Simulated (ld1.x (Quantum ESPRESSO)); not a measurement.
**What one change does to a pseudopotential (platinum, TM)**

- Element: Pt (Z = 78)
- Generator: ld1.x (Quantum ESPRESSO) 7.5
- Type: norm-conserving Troullier–Martins (Kleinman–Bylander form)
- Functional: PBE
- Relativity: scalar-relativistic
- Frozen core: [Xe] 4f14
- Valence charge: 10
- Reference configuration: 5d8 6s2 6p0
- Partial waves: 6s (bound): rc 2.40 bohr; 6p (bound, empty): rc 2.30 bohr; 5d (bound): rc 1.95 bohr
- Local potential: all-electron potential smoothed inside 2.30 bohr (lloc = -2)
- Core correction: a·sin(br)/r model core inside 2.05 bohr

Change: local potential the s channel.

Cutoffs: the cutoffs (Ry, on a coarse ladder) from which the occupation-weighted sum of valence levels, in a spherical-Bessel basis at the reference potential, stays within 10 and 1 mRy of its value at 400 Ry; they do not see the model core or the augmentation charge, which bear on the density cutoff. Errors are all-electron minus pseudo energies relative to the spin-unpolarised reference configuration.

Task: Predict the effect on cutoff, ghosts and configuration errors.

Result: The potential gets neither clearly harder nor softer (40 Ry and 50 Ry → 40 Ry and 50 Ry); of the 7 tests that both files solve, the error grows in 3 and shrinks in 0 by more than 15 % and 0.3 meV (median size 77.7 → 89.3 meV); the range in which the s phases agree widens (upper end 1.6 → 3.0); the range in which the p phases agree widens (upper end 0.5 → 2.6); neither file shows a bound ghost.

| quantity | base | changed |
| --- | --- | --- |
| cutoff, loose | 40 Ry | 40 Ry |
| cutoff, tight | 50 Ry | 50 Ry |
| bound ghosts | none | none |
| error for 5d9 6s1 6p0, meV [ΔE -1.00 eV] | -55 | -67 |
| error for 5d9 6s0 6p0, meV [ΔE 8.19 eV] | -105 | -116 |
| error for 5d8 6s0 6p0, meV [ΔE 28.15 eV] | -45 | -46 |
| error for 5d9 6s0.5 6p0, meV [ΔE 2.69 eV] | -78 | -89 |
| error for 5d6 6s0 6p0, meV [ΔE 106.02 eV] | -386 | -515 |
| error for 5d10 6s0 6p0, meV [ΔE -1.02 eV] | -190 | -231 |
| error for 5d8 6s1 6p0, meV [ΔE 10.16 eV] | -10 | -11 |
| s: phases at 2.58 bohr within 0.05 rad from the reference energy up to (Ry; the scan ends near 5) | 1.6 | 3.0 |
| p: phases at 2.58 bohr within 0.05 rad from the reference energy up to (Ry; the scan ends near 5) | 0.5 | 2.6 |
| d: phases at 2.58 bohr within 0.05 rad from the reference energy up to (Ry; the scan ends near 5) | 1.6 | 1.3 |
